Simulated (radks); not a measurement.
Spherical quantum dot in the effective-mass picture: electrons in a parabolic well V = omega^2 r^2 / 2 with omega = 3.98, with a point charge +1 (a donor) at the centre, all in effective atomic units (hartree* = m*/eps^2 hartree, bohr* = eps/m* bohr), one dielectric constant everywhere. Calculated with a radial shooting solver with Libxc functionals: non-relativistic Kohn-Sham, PBE, spin-polarised, spherical densities. Levels are named by radial order and angular momentum (1s, 1p, 1d, 2s, ...), and open shells are averaged over m. Results are scaled to m* = 0.225 and eps = 15.2, for which hartree* = 26.5 meV and bohr* = 3.575 nm.

N = 4, configuration 1s2 1p(up 2, down 0). This is the lowest configuration that the search found. Occupied and some empty levels:

level    occupation  eigenvalue (meV)  <r> (nm)
1s up             1            218.58     1.965
1s down           1            224.81     1.942
1p up             2            328.37     2.736
1p down           0            336.55     2.741
2s up             0            420.14     3.016
2s down           0            424.74     3.035
1d up             0            430.71     3.289
1d down           0            438.33     3.308
1f up             0            532.77     3.754
1f down           0            539.22     3.774

Energy (meV): total 837.665, kinetic 424.80, external 215.92, Hartree 290.18, exchange-correlation -93.232.

Electron density:

r (nm)  n(r) (e/nm^3)
0.229         0.09365
0.483         0.08124
0.738         0.07055
0.993         0.06123
1.25          0.05286
1.50          0.04515
1.76          0.03790
2.01          0.03109
2.27          0.02478
2.52          0.01911
2.78          0.01421
3.03          0.01016
3.29         0.006966
3.54         0.004586
3.79         0.002902
4.05         0.001747
4.30         0.001015
4.56        0.0005659
4.81        0.0003021
5.07        0.0001530
